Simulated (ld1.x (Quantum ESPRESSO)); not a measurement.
# rhodium (Rh): one change to a TM potential, before and after

rhodium, norm-conserving Troullier–Martins (Kleinman–Bylander form), made with ld1.x (Quantum ESPRESSO) 7.5 (PBE, fully relativistic). Core [Ar] 3d10 4s2, reference 4p6 4d9 5s0 5p0. Waves: 5s (bound, empty): rc 2.80 bohr; 4p (bound): rc 1.45 bohr; 4d (bound): rc 1.55 bohr. Local part: all-electron potential smoothed inside 2.50 bohr (lloc = -1). Core correction: Bessel-smoothed model core, default radius (core density twice the valence density).

Open shells are filled in proportion to 2j + 1 (rel_dist='average').

Change: scalar-relativistic.

Cutoffs: the cutoffs (Ry, on a coarse ladder) from which the occupation-weighted sum of valence levels, in a spherical-Bessel basis at the reference potential, stays within 10 and 1 mRy of its value at 400 Ry; they do not see the model core or the augmentation charge, which bear on the density cutoff. Errors are all-electron minus pseudo energies relative to the spin-unpolarised reference configuration.

Question: Predict the effect on cutoff, ghosts and configuration errors.

Answer: The potential gets neither clearly harder nor softer (70 Ry and 110 Ry → 70 Ry and 110 Ry); the errors of the 7 common tests hardly move; neither file shows a bound ghost.

| quantity | base | changed |
| --- | --- | --- |
| cutoff, loose | 70 Ry | 70 Ry |
| cutoff, tight | 110 Ry | 110 Ry |
| bound ghosts | none | none |
| error for 4p6 4d8 5s1 5p0, meV [ΔE 0.91 eV] | -25 | -23 |
| error for 4p6 4d8 5s0 5p0, meV [ΔE 8.37 eV] | -14 | -14 |
| error for 4p6 4d7 5s0 5p0, meV [ΔE 27.88 eV] | -89 | -91 |
| error for 4p6 4d8 5s0 5p1, meV [ΔE 4.51 eV] | -187 | -184 |
| error for 4p6 4d8.5 5s0.5 5p0, meV [ΔE 0.28 eV] | -6.0 | -5.2 |
| error for 4p6 4d5 5s0 5p0, meV [ΔE 107.33 → 107.33 eV] | -573 | -586 |
| error for 4p6 4d7 5s1 5p0, meV [ΔE 12.04 eV] | -37 | -36 |
| s: phases at 3.04 bohr within 0.05 rad from the reference energy up to (Ry; the scan ends near 5) | 0.8 | 0.8 |
